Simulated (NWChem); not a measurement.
Species: FeF3, sextet; SMILES [F][Fe]([F])[F]

Problem. Give the equilibrium geometry at PBE0/def2-SVP, spin-unrestricted (NWChem) as a list of bonds and angles, with the point group.

Solution. point group D3h; any orientation.
Bond lengths (Å): Fe1–F2 1.748, Fe1–F3 1.748, Fe1–F4 1.748. Angles (°): F2–Fe1–F3 120.0, F2–Fe1–F4 120.0, F3–Fe1–F4 120.0.
